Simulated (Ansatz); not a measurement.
Z-matrix (Å, degrees):
```
Si
F 1 1.5894
H 1 1.4753 2 108.29
H 1 1.4753 3 113.62 2 -120.36
Cl 1 2.0357 3 108.85 4 -121.46
```
Charge +1, spin multiplicity 2.

The numbers are results of frozen-core CCSD(T)/def2-TZVPP // PBE0-D4/def2-TZVP (Ansatz, a quantum-chemistry and plane-wave program), not measurements. The geometry is that of the parent before the electron was removed.

The HF energy comes out as -848.81101 Ha and the MP2 correlation energy is -0.52290 Ha.

Q: Estimate the CCSD correlation energy, the (T) correction, the total energy and the T1 diagnostic.

A: 
* **CCSD correlation energy**: -0.56383 Ha
* **(T) correction**: -0.01982 Ha
* **CCSD(T) total energy**: -849.39467 Ha
* **T1 diagnostic**: 0.045
